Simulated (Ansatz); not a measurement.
`B[Si](O)(F)F` → `BF` + `O[Si]F` at 298.15 K and 1 bar (silylene formation by 1,1-elimination).

Isolated molecules relaxed with PBE0-D4/def2-TZVP in Ansatz; ΔE leaves out vibrations. CCSD(T)/CBS is the MP2 limit (def2-TZVPP, def2-QZVPP) plus CCSD(T) − MP2 in def2-TZVPP, frozen cores. This one scheme is used for every species. One conformer a species, not always the lowest.

```json
{"species": "`B[Si](O)(F)F`", "CCSD(T)/CBS energy (Eh)": "-590.59738", "H − E (kJ/mol)": "127.6", "S (J/(mol·K))": "342.5"}
{"species": "`BF`", "CCSD(T)/CBS energy (Eh)": "-125.82039", "H − E (kJ/mol)": "69.3", "S (J/(mol·K))": "222.5"}
{"species": "`O[Si]F`", "CCSD(T)/CBS energy (Eh)": "-464.72778", "H − E (kJ/mol)": "54.9", "S (J/(mol·K))": "266.8"}
```

H − E and S are ideal-gas, rigid-rotor, harmonic terms from PBE0-D4/def2-TZVP, for one conformer and one mirror image of each species. 1 Eh = 2625.50 kJ/mol, R = 8.31446 J/(mol·K).

Problem. By hand: ΔE, ΔH, ΔS and ΔG.

Solution. ΔE = (-125.82039) + (-464.72778) − (-590.59738) = 0.04921 Eh = 129.2 kJ/mol. Δ(H − E) = 69.3 + 54.9 − 127.6 = -3.4, so ΔH = 125.8 kJ/mol. ΔS = 222.5 + 266.8 − 342.5 = 146.8 J/(mol·K). ΔG = 125.8 − 298.15 × (146.8)/1000 = 82.0 kJ/mol.

Problem. By hand: the equilibrium constant, and the temperature at which ΔG would vanish if ΔH and ΔS stayed fixed.

Solution. log₁₀ K = −ΔG/(RT ln 10) = -14.4. ΔG = 0 at ΔH/ΔS = 857 K.

The number of gas molecules changes by +1, which sets the sign of ΔS. A doubt of 5 kJ/mol in ΔE shifts log₁₀ K by 0.9 here. Other conformers and mirror images would add mixing entropy, several J/(mol·K) or more a flexible species. These are equilibria of isolated gas molecules and say nothing of rates. Largest T1 diagnostic: 0.015 (customary marks: 0.02 for closed shells, 0.045 for open ones).
